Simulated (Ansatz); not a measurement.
A nudged elastic band was laid between two geometries of ClFH3NOZr + F (9 atoms, charge 0, multiplicity 2).

Theory: UHF/def2-SVP in Ansatz.

| Property | Result |
| --- | --- |
| movable images | 7 |
| climbing image | yes |
| spring | 5.0 eV/Å² |
| optimiser | quadratic models (default) |
| start path | through a guess of the saddle point |
| force threshold | 0.05 eV/Å |
| iteration limit | 60 |
| end points | relaxed |

First end point:

```xyz
9
Properties=species:S:1:pos:R:3
Zr -0.027 -0.150 -0.101
F 0.025 -0.280 1.813
N 1.875 0.043 -0.766
H 2.663 -0.500 -0.456
H 2.193 0.693 -1.465
O -0.989 1.375 -0.721
H -1.557 2.081 -0.977
Cl -1.015 -2.188 -0.927
F -0.012 0.017 4.500
```

Last end point:

```xyz
9
Properties=species:S:1:pos:R:3
Zr 0.082 -0.089 -0.023
F 0.351 -0.073 1.877
N 1.896 0.038 -0.911
H 2.714 -0.490 -0.655
H 2.131 0.632 -1.688
O -0.944 1.392 -0.648
H -1.537 2.079 -0.897
Cl -0.990 -2.180 -0.569
F -0.547 -0.217 4.414
```

What changes between the two ends?

No bond is made or broken.

What energy profile does the band end with?

The forces met the threshold. The highest image is number 2 of 0 to 8, 0.000 eV above the ends, which have the same energy within 2 meV. The top lies less than 8 meV above the higher end, about what the thresholds resolve: the motion is nearly free. A vibrational analysis at the climbing image gives no mode beyond 40i cm⁻¹: the surface is too flat there to confirm a saddle point.

```csv
image,path coordinate (Å),energy (eV)
0,0.00,0.000
1,0.28,0.000
2,0.57,0.000
3,0.85,0.000
4,1.14,-0.001
5,1.42,0.000
6,1.69,0.000
7,1.96,0.000
8,2.23,0.000
```

What is the geometry of the highest image?


```xyz
9
Properties=species:S:1:pos:R:3:forces:R:3
Zr 0.028 -0.093 -0.060 0.00 0.00 0.00
F 0.190 -0.090 1.853 0.00 0.00 0.00
N 1.888 0.052 -0.844 0.00 0.00 -0.01
H 2.697 -0.462 -0.535 0.00 0.00 0.00
H 2.163 0.640 -1.613 0.00 0.00 0.00
O -0.975 1.384 -0.728 0.00 0.01 0.00
H -1.547 2.081 -0.997 0.00 -0.01 0.00
Cl -0.996 -2.184 -0.684 0.00 0.00 0.00
F -0.291 -0.236 4.508 0.00 0.00 0.00
```

Time of the run: 3.1 min on 4 threads of AMD EPYC 9R45 96-Core Processor (Zen 5) (shared host), peak memory 0.43 GiB.
